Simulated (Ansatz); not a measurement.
## Molecular dynamics of AlH$_{5}$O$_{2}$Si

input.yaml

```yaml
crystal:
  periodic: [false, false, false]
  atoms:
    - { symbol: Al, position_ang: [-0.079432, 0.026361, 0.785872] }
    - { symbol: H, position_ang: [1.506715, 0.291093, 1.39397] }
    - { symbol: O, position_ang: [1.609175, -0.076896, 0.100969] }
    - { symbol: H, position_ang: [2.271308, -0.643981, -0.332635] }
    - { symbol: O, position_ang: [-1.32809, -0.697688, -0.123022] }
    - { symbol: Si, position_ang: [-2.682334, -1.306271, -0.839023] }
    - { symbol: H, position_ang: [-2.96952, -2.680664, -0.324445] }
    - { symbol: H, position_ang: [-3.866776, -0.43823, -0.555383] }
    - { symbol: H, position_ang: [-2.498849, -1.385925, -2.320701] }
basis:
  gaussian: { orbitals: def2-SVP }
hamiltonian:
  xc: pbe0
  dispersion: d4
md:
  timestep: 0.5
  n_steps: 200
  ensemble: nve
  temperature: 300.0
  initial_velocities: maxwell_boltzmann
  seed: 4727
```

Launched with:

```bash
$ ansatz run input.yaml --threads 2 --pin off --max-ram 3072MiB --backend cpu --events-out ev --progress --plain --runs-dir out
```

It starts at the highest image of a converged band. Of that band: Neighbouring images differ by up to 1.7 eV, so the band resolves the path poorly. A vibrational analysis at the climbing image gives one clearly imaginary mode, 1452i cm⁻¹: a first-order saddle point.

Output, in part (step lines, the closing report, with atoms numbered from 0):

```
md step     0: t =     0.00 fs  T =   300.0 K  F+E_penalty+E_count = -18632.15395614 eV  E_kin = 0.271446 eV  conserved = -18631.88251014 eV  (25 SCF iters)
md step     1: t =     0.50 fs  T =   293.4 K  F+E_penalty+E_count = -18632.14779657 eV  E_kin = 0.265437 eV  conserved = -18631.88235933 eV  (25 SCF iters)
md step     2: t =     1.00 fs  T =   275.5 K  F+E_penalty+E_count = -18632.13136252 eV  E_kin = 0.249302 eV  conserved = -18631.88206010 eV  (25 SCF iters)
md step     3: t =     1.50 fs  T =   251.4 K  F+E_penalty+E_count = -18632.10921985 eV  E_kin = 0.227497 eV  conserved = -18631.88172324 eV  (25 SCF iters)
md step     4: t =     2.00 fs  T =   226.8 K  F+E_penalty+E_count = -18632.08661752 eV  E_kin = 0.205179 eV  conserved = -18631.88143829 eV  (25 SCF iters)
md step     5: t =     2.50 fs  T =   206.4 K  F+E_penalty+E_count = -18632.06805043 eV  E_kin = 0.186791 eV  conserved = -18631.88125935 eV  (25 SCF iters)
md step     6: t =     3.00 fs  T =   193.6 K  F+E_penalty+E_count = -18632.05635482 eV  E_kin = 0.175147 eV  conserved = -18631.88120827 eV  (25 SCF iters)
md step     7: t =     3.50 fs  T =   189.1 K  F+E_penalty+E_count = -18632.05235290 eV  E_kin = 0.171079 eV  conserved = -18631.88127349 eV  (25 SCF iters)
[... lines left out ...]
Total energy: -18633.79055088 eV, -684.7791723079 hartree
Atom 0 at    -0.026016    -0.029243     0.746322 Å, force     0.997546     2.514416    -1.719937 eV/Å
Atom 1 at    -0.225487     1.567957     0.812132 Å, force    -0.309250    -0.332690     1.106384 eV/Å
Atom 2 at     1.549433     0.007025    -0.051614 Å, force    -1.116824    -0.517446     1.497124 eV/Å
Atom 3 at     1.394570    -0.593070    -0.767615 Å, force     0.544826    -0.829359    -1.122524 eV/Å
Atom 4 at    -1.367127    -0.815191     0.093357 Å, force     1.526111     0.346480     1.505003 eV/Å
Atom 5 at    -2.602459    -1.280996    -0.794707 Å, force    -0.720602    -1.905659    -1.327760 eV/Å
Atom 6 at    -2.193180    -2.645513    -1.319188 Å, force    -0.463016     0.043251     0.208424 eV/Å
Atom 7 at    -3.846550    -1.327071    -0.002195 Å, force    -0.294591     0.013111     0.094328 eV/Å
Atom 8 at    -2.773941    -0.542818    -2.050980 Å, force    -0.164199     0.667896    -0.241043 eV/Å
Dipole moment:    -0.133927    -0.359138     0.276966 e Å
```

The steps, from the saved trajectory:

| time (fs) | T (K) | potential energy less start (eV) | conserved less start (meV/atom) |
| --- | --- | --- | --- |
| 0 | 300 | 0.000 | 0.00 |
| 3 | 194 | 0.098 | 0.14 |
| 6 | 246 | 0.050 | 0.15 |
| 9 | 603 | -0.274 | 0.09 |
| 12 | 1309 | -0.912 | 0.14 |
| 15 | 2336 | -1.843 | -0.07 |
| 18 | 2837 | -2.297 | -0.15 |
| 21 | 2736 | -2.205 | -0.09 |
| 24 | 2290 | -1.800 | 0.02 |
| 27 | 1799 | -1.356 | 0.07 |
| 30 | 1520 | -1.105 | -0.09 |
| 33 | 1004 | -0.637 | 0.02 |
| 36 | 582 | -0.252 | 0.28 |
| 39 | 1183 | -0.800 | -0.12 |
| 42 | 1628 | -1.202 | -0.06 |
| 45 | 1731 | -1.295 | 0.02 |
| 48 | 1808 | -1.364 | 0.02 |
| 51 | 2130 | -1.655 | 0.00 |
| 54 | 2515 | -2.005 | -0.07 |
| 57 | 2441 | -1.939 | -0.13 |
| 60 | 1799 | -1.356 | 0.02 |
| 63 | 1182 | -0.797 | 0.12 |
| 66 | 893 | -0.535 | 0.13 |
| 69 | 992 | -0.626 | 0.03 |
| 72 | 1340 | -0.940 | 0.07 |
| 75 | 1912 | -1.459 | 0.02 |
| 78 | 2246 | -1.761 | 0.01 |
| 81 | 2300 | -1.810 | -0.04 |
| 84 | 2122 | -1.649 | -0.01 |
| 87 | 1782 | -1.340 | 0.13 |
| 90 | 1752 | -1.314 | -0.01 |
| 93 | 1837 | -1.390 | 0.04 |
| 96 | 2066 | -1.597 | 0.04 |
| 99 | 2201 | -1.721 | -0.10 |

The run went to its last step. The conserved energy stayed within 0.29 meV per atom of its start (net change -0.013 meV per atom), so the integration is sound. The kinetic energy rose, since the run started high on the potential surface and went downhill. A run of 0.1 ps of so small a system gives no equilibrium averages. The orbitals stay closed-shell, which can raise the energy where a bond breaks towards radicals; this wasn't checked here.

Between its relaxed ends the band would form H2–O3 and break Al1–H2. These pairs go: H2–O3 1.35 → 2.52 Å, Al1–H2 1.72 → 1.61 Å. In the last frame they stand as before the step (other bonds may differ from the relaxed reactants and products). These pairs come and go: their bonding changes 6 times, last at 92 of 100 fs, so the outcome isn't settled. It ends as one piece, AlH5O2Si. Pairs count as bonded within 1.25 times the sum of covalent radii (0.12 Å more for H–H).

Last frame:

```xyz
9
Properties=species:S:1:pos:R:3
Al -0.026 -0.029 0.746
H -0.226 1.568 0.812
O 1.549 0.007 -0.052
H 1.395 -0.593 -0.768
O -1.367 -0.815 0.093
Si -2.603 -1.281 -0.795
H -2.193 -2.646 -1.319
H -3.847 -1.327 -0.002
H -2.774 -0.543 -2.051
```

Time of the run: 5.1 min on 2 threads of Arm Neoverse V2 (shared host), peak memory 0.17 GiB.
